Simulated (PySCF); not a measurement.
CH12Si5.

```xyz
18

Si    -1.4442     2.3374     0.0000
Si    -0.0164     0.4853     0.0000
Si     2.2661     1.0122     0.0000
Si    -0.4154    -1.3491    -1.4467
C     -0.0492    -2.5484     0.0000
Si    -0.4154    -1.3491     1.4467
H     -1.2096     3.1780    -1.2118
H     -2.8642     1.8779     0.0000
H     -1.2096     3.1780     1.2118
H      2.6395     1.8002    -1.2123
H      2.6395     1.8002     1.2123
H      3.0531    -0.2586     0.0000
H      0.4343    -1.5363    -2.6609
H     -1.8509    -1.4238    -1.8529
H     -0.5969    -3.5035     0.0000
H      1.0315    -2.7739     0.0000
H     -1.8509    -1.4238     1.8529
H      0.4343    -1.5363     2.6609
```

Coordinates come from a B3LYP-D3(BJ)/def2-SVP optimisation. This is a generated structure with no PubChem entry under its InChIKey; it may be hypothetical.

Method: PBE/pcSseg-1 in PySCF. Non-relativistic, no solvent.

Give the absolute GIAO shielding of each atom: isotropic value and principal components (ppm). (Estimate from the structure and the level; the computed values follow.)


```json
[
 {"atom": "Si1", "σ(iso)": "437.9", "σ11": "425.3", "σ22": "430.2", "σ33": "458.2", "span": "32.9"},
 {"atom": "Si2", "σ(iso)": "459.6", "σ11": "395.3", "σ22": "476.2", "σ33": "507.3", "span": "112.1"},
 {"atom": "Si3", "σ(iso)": "437.6", "σ11": "419.0", "σ22": "435.8", "σ33": "458.0", "span": "39.0"},
 {"atom": "Si4", "σ(iso)": "383.7", "σ11": "337.8", "σ22": "374.5", "σ33": "438.7", "span": "100.9"},
 {"atom": "C5", "σ(iso)": "184.4", "σ11": "166.9", "σ22": "186.5", "σ33": "199.7", "span": "32.8"},
 {"atom": "Si6", "σ(iso)": "383.7", "σ11": "337.8", "σ22": "374.5", "σ33": "438.7", "span": "100.9"},
 {"atom": "H7", "σ(iso)": "27.4", "σ11": "23.9", "σ22": "25.3", "σ33": "33.0", "span": "9.1"},
 {"atom": "H8", "σ(iso)": "27.2", "σ11": "23.5", "σ22": "25.7", "σ33": "32.5", "span": "9.0"},
 {"atom": "H9", "σ(iso)": "27.4", "σ11": "23.9", "σ22": "25.3", "σ33": "33.0", "span": "9.1"},
 {"atom": "H10", "σ(iso)": "27.2", "σ11": "23.8", "σ22": "25.0", "σ33": "32.9", "span": "9.1"},
 {"atom": "H11", "σ(iso)": "27.2", "σ11": "23.8", "σ22": "25.0", "σ33": "32.9", "span": "9.1"},
 {"atom": "H12", "σ(iso)": "27.3", "σ11": "23.5", "σ22": "26.1", "σ33": "32.1", "span": "8.6"},
 {"atom": "H13", "σ(iso)": "26.3", "σ11": "22.7", "σ22": "24.0", "σ33": "32.4", "span": "9.7"},
 {"atom": "H14", "σ(iso)": "26.4", "σ11": "23.6", "σ22": "24.7", "σ33": "30.9", "span": "7.3"},
 {"atom": "H15", "σ(iso)": "30.5", "σ11": "25.6", "σ22": "26.3", "σ33": "39.7", "span": "14.2"},
 {"atom": "H16", "σ(iso)": "30.3", "σ11": "26.9", "σ22": "28.2", "σ33": "36.0", "span": "9.1"},
 {"atom": "H17", "σ(iso)": "26.4", "σ11": "23.6", "σ22": "24.7", "σ33": "30.9", "span": "7.3"},
 {"atom": "H18", "σ(iso)": "26.3", "σ11": "22.7", "σ22": "24.0", "σ33": "32.4", "span": "9.7"}
]
```
